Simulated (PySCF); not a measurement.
## Hg (mercury, neutral) across methods

[Xe] 4f14 5d10 6s1 6p1, high-spin 3P determinant (an excited configuration). Calculation: PySCF 2.14, in aug-cc-pwCVDZ-PP with ECP60MDF (6s6p5d3f, 70 functions); scalar relativity through the core potential. The B2PLYP total includes its PT2 part (frozen core); its orbital energies are those of the SCF part.

```json
{"method": "HSE06", "E (hartree)": "-153.3126", "mean ε 5d β (eV)": "-13.076", "mean ε 6s α (eV)": "-9.262", "mean ε 6p α (eV)": "-2.840", "Σ⟨r²⟩ (bohr²)": "62.28", "⟨S²⟩": "2.002"}
{"method": "PBE0", "E (hartree)": "-153.3151", "mean ε 5d β (eV)": "-13.473", "mean ε 6s α (eV)": "-9.666", "mean ε 6p α (eV)": "-3.208", "Σ⟨r²⟩ (bohr²)": "62.08", "⟨S²⟩": "2.002"}
{"method": "UHF", "E (hartree)": "-152.40425", "mean ε 5d β (eV)": "-18.130", "mean ε 6s α (eV)": "-11.781", "mean ε 6p α (eV)": "-5.010", "Σ⟨r²⟩ (bohr²)": "62.52", "⟨S²⟩": "2.005"}
{"method": "PBE", "E (hartree)": "-153.3460", "mean ε 5d β (eV)": "-11.674", "mean ε 6s α (eV)": "-8.718", "mean ε 6p α (eV)": "-2.516", "Σ⟨r²⟩ (bohr²)": "62.79", "⟨S²⟩": "2.002"}
{"method": "LDA", "E (hartree)": "-153.0815", "mean ε 5d β (eV)": "-11.845", "mean ε 6s α (eV)": "-8.992", "mean ε 6p α (eV)": "-2.588", "Σ⟨r²⟩ (bohr²)": "62.42", "⟨S²⟩": "2.001"}
{"method": "B2PLYP", "E (hartree)": "-153.1123", "mean ε 5d β (eV)": "-15.194", "mean ε 6s α (eV)": "-10.412", "mean ε 6p α (eV)": "-3.758", "Σ⟨r²⟩ (bohr²)": "62.42", "⟨S²⟩": "2.002"}
{"method": "r2SCAN", "E (hartree)": "-153.3817", "mean ε 5d β (eV)": "-11.913", "mean ε 6s α (eV)": "-9.053", "mean ε 6p α (eV)": "-2.709", "Σ⟨r²⟩ (bohr²)": "61.30", "⟨S²⟩": "2.004"}
{"method": "BLYP", "E (hartree)": "-153.2916", "mean ε 5d β (eV)": "-11.583", "mean ε 6s α (eV)": "-8.554", "mean ε 6p α (eV)": "-2.339", "Σ⟨r²⟩ (bohr²)": "63.29", "⟨S²⟩": "2.001"}
{"method": "r2SCANh", "E (hartree)": "-153.3612", "mean ε 5d β (eV)": "-12.612", "mean ε 6s α (eV)": "-9.419", "mean ε 6p α (eV)": "-2.970", "Σ⟨r²⟩ (bohr²)": "61.21", "⟨S²⟩": "2.004"}
```

Energies and moments cover only the electrons outside the core potential. Spin-orbit coupling, absent here, splits the open shell strongly.
